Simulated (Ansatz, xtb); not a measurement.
**Relative energy of two isomers of C6H5ClF2**

Structure a: `FC1=CCCC(F)=C1Cl`, a singlet. Structure b: `FC(F)C1=C(Cl)CC=C1`, a singlet. Both are isolated molecules in the gas phase, relaxed with PBE-D3(BJ)/def2-SVP; the shapes shown needn't be the lowest conformers.

a (Å):

```xyz
14

C    -1.2883   -2.2105    0.5309
C    -1.7846   -1.0337    0.9713
C    -0.9300    0.2068    0.8694
C     0.0020    0.1740   -0.3523
C     0.6576   -1.1681   -0.5002
C     0.0333   -2.3108   -0.1114
Cl    0.7308   -3.8745   -0.3607
F    -1.9655   -3.3619    0.6528
F     1.8425   -1.1925   -1.1211
H    -2.7659   -1.0117    1.4663
H    -0.3179    0.3033    1.7988
H    -1.5633    1.1146    0.8273
H    -0.5698    0.3901   -1.2865
H     0.7876    0.9519   -0.2755
```

b (Å):

```xyz
14

C     1.0618   -2.2537    0.5165
C    -0.0691   -1.3077    0.2861
C    -0.6216   -0.4412    1.1871
C    -1.7405    0.3294    0.5451
C    -1.7589   -0.2139   -0.8579
C    -0.7869   -1.1574   -0.9878
Cl   -0.1608   -0.2071    2.8336
F     0.6567   -3.5427    0.2707
F     2.0876   -1.9846   -0.3559
H     1.4553   -2.1972    1.5559
H    -2.7027    0.1711    1.0824
H    -1.5497    1.4258    0.5808
H    -2.4604    0.1198   -1.6334
H    -0.5466   -1.7376   -1.8888
```

Q: Estimate E(b) − E(a) at the level CCSD(T)/def2-SVP + ΔMP2/def2-TZVPP.

A: Calculated at CCSD(T)/def2-SVP + ΔMP2/def2-TZVPP: E(b) − E(a) = −0.356 eV, so structure b lies lower.

How the difference moves with the method:

```csv
level,geometry,E(b) − E(a) (eV),departure from the last row (eV),"job, with rough time for the two"
GFN2-xTB,GFN2-xTB,−0.113,+0.242,"optimisation, 0.18 s"
HF/STO-3G,GFN2-xTB,+0.369,+0.725,"single point, 0.52 s"
r2SCAN-D4/def2-SVP,GFN2-xTB,−0.219,+0.137,"single point, 5.5 s"
PBE-D3(BJ)/def2-SVP,PBE-D3(BJ)/def2-SVP,−0.175,+0.181,"optimisation, 20 s"
HF/def2-SVP,PBE-D3(BJ)/def2-SVP,−0.414,−0.058,part of the CCSD(T) run
MP2/def2-SVP,PBE-D3(BJ)/def2-SVP,−0.384,−0.028,part of the CCSD(T) run
CCSD(T)/def2-SVP,PBE-D3(BJ)/def2-SVP,−0.318,+0.038,single point
CCSD(T)/def2-SVP + ΔMP2/def2-TZVPP,PBE-D3(BJ)/def2-SVP,−0.356,,"single point, 2.6 min"
```

As drawn, both hold the same kinds of bond in the same numbers. Structure a has a 6-membered ring, b a 5-membered ring.

HF/STO-3G puts the two in the other order. The largest departure from CCSD(T)/def2-SVP + ΔMP2/def2-TZVPP is that of HF/STO-3G, 0.725 eV. The last row adds to CCSD(T) the change of the MP2 difference between the two basis sets, here −0.038 eV.

With thermal terms from frequencies at re-optimised GFN2-xTB minima (ideal gas, soft modes damped towards free rotors, one conformer each, 298.15 K, 1 atm): on the last row, ΔE + ΔZPE = −0.388, ΔH = −0.384, ΔG = −0.404 eV.

The correlated steps freeze 13 core orbitals. Programs: Ansatz 0.2.0, xtb 6.7.1; the last row on 4 threads of Arm Neoverse V1 on a shared host.
